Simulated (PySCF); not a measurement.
# Spinor energies of Pt⁺ (platinum, charge +1)

Start: [Xe] 4f14 5d9; 5d3/2 filled at m_j = -3/2, -1/2, +1/2, +3/2; 5d5/2 filled at m_j = -3/2, -1/2, +1/2, +3/2, +5/2. Calculated with PySCF 2.14 in x2c-TZVPall-2c (11s11p10d2f, 108 functions): generalised Hartree-Fock with the X2C-1e Hamiltonian and a Gaussian nucleus; one run each with spin-orbit coupling (SO) switched off, then screened by Boettger's factors.

| spinor shell | electrons | ε, spin-free (eV) | ε, screened SO (eV) | weight of nominal j (screened SO) | rms radius, screened SO (bohr) |
| --- | --- | --- | --- | --- | --- |
| 1s1/2 | 2 | -78840.2 | -78811.4 | 1.000 | 0.0194 |
| 2s1/2 | 2 | -14007.3 | -13998.4 | 1.000 | 0.0782 |
| 2p1/2 | 2 | -12150.7 | -13394.0 | 1.000 | 0.0663 |
| 2p3/2 | 4 | -12150.7 | -11659.4 | 1.000 | 0.0741 |
| 3s1/2 | 2 | -3364.0 | -3361.2 | 1.000 | 0.200 |
| 3p1/2 | 2 | -2814.6 | -3090.7 | 1.000 | 0.191 |
| 3p3/2 | 4 | -2814.6 | -2703.5 | 1.000 | 0.207 |
| 3d3/2 | 4 | -2209.8 | -2258.4 | 1.000 | 0.182 |
| 3d5/2 | 6 | -2209.8 | -2175.3 | 1.000 | 0.186 |
| 4s1/2 | 2 | -765.25 | -764.54 | 1.000 | 0.441 |
| 4p1/2 | 2 | -582.00 | -648.70 | 1.000 | 0.447 |
| 4p3/2 | 4 | -582.00 | -555.22 | 1.000 | 0.480 |
| 4d3/2 | 4 | -354.54 | -365.18 | 1.000 | 0.496 |
| 4d5/2 | 6 | -354.54 | -347.12 | 1.000 | 0.507 |
| 5s1/2 | 2 | -128.35 | -128.46 | 1.000 | 1.03 |
| 4f5/2 | 6 | -99.791 | -101.62 | 0.999 | 0.564 |
| 4f7/2 | 8 | -99.791 | -98.109 | 0.999 | 0.566 |
| 5p1/2 | 2 | -78.053 | -89.969 | 0.999 | 1.12 |
| 5p3/2 | 4 | -78.053 | -73.491 | 0.999 | 1.22 |
| 5d3/2 | 4 | -19.784 | -21.089 | 0.967 | 1.71 |
| 5d5/2 | 5 | -19.784 | -19.168 | 0.944 | 1.84 |

```csv
quantity,spin-free,screened SO
E (hartree),-18399.32853,-18426.36538
M_J,5/2,5/2
⟨J²⟩,9.372,10.494
⟨L²⟩,6.478,7.060
⟨S²⟩,0.894,1.231
```

The determinant has a definite M_J but mixes levels of different J.

Each row is a mean over spinors that exchange with the open shell spreads, by up to 4.221 eV (5p3/2).

Breit and QED terms are absent; they matter most for the inner s and p1/2 levels.

Densities and radii are taken from the X2C orbitals without a picture-change correction, which distorts them close to the nucleus.

Without spin-orbit coupling the j labels of p, d and f shells carry no meaning; the spin-free column gives the mean over the occupied spinors of each nl shell, and its ⟨J²⟩ belongs to a mixture of degenerate components.
